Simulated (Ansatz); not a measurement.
This geometry of CH8O2Si2 (13 atoms, charge 0, multiplicity 1) is a first-order saddle point.

Level of theory: RKS CAM-B3LYP-D4/6-31G in Ansatz.

```xyz
13
Properties=species:S:1:pos:R:3
O 0.747 0.570 2.320
C 0.202 -0.515 1.520
Si 0.996 -0.323 -0.227
Si -0.684 -0.027 -1.850
O -1.785 1.218 -1.354
H 0.391 0.543 3.229
H 0.457 -1.495 1.943
H -0.891 -0.447 1.456
H 1.801 -1.543 -0.574
H 1.913 0.858 -0.195
H -1.543 -1.244 -1.965
H -0.083 0.267 -3.199
H -1.501 2.104 -1.088
```

Which two structures does it join? (They come from a converged band through this point; their orientation in space is the band's.)

No bond is made or broken. The dihedral H12–Si4–O5–H13 goes from 58 to -139°.

First end point:

```xyz
13
Properties=species:S:1:pos:R:3
O 1.126 -0.253 2.535
C 0.114 -0.139 1.498
Si 1.061 -0.296 -0.158
Si -0.525 -0.007 -1.861
O -1.656 1.076 -1.108
H 0.738 -0.127 3.421
H -0.643 -0.930 1.581
H -0.406 0.826 1.526
H 1.705 -1.644 -0.264
H 2.123 0.755 -0.234
H -1.203 -1.296 -2.245
H 0.035 0.586 -3.127
H -2.449 1.415 -1.550
```

Last end point:

```xyz
13
Properties=species:S:1:pos:R:3
O -0.535 0.732 1.484
C 0.352 -0.435 1.454
Si 1.152 -0.464 -0.306
Si -0.590 0.093 -1.800
O -1.528 1.292 -0.992
H -0.897 0.892 2.374
H 1.123 -0.346 2.227
H -0.219 -1.352 1.635
H 1.741 -1.829 -0.520
H 2.269 0.535 -0.325
H -1.393 -1.143 -2.105
H -0.071 0.648 -3.090
H -1.384 1.342 -0.020
```

How far does it lie above each of them?

0.112 eV above the first and 0.368 eV above the second. This is the barrier of this one path; another mechanism may lie lower. Limits of this set-up: no polarisation functions.

The run took 16 min on 1 thread of Arm Neoverse N1, with other jobs on the host, peak memory 0.25 GiB.
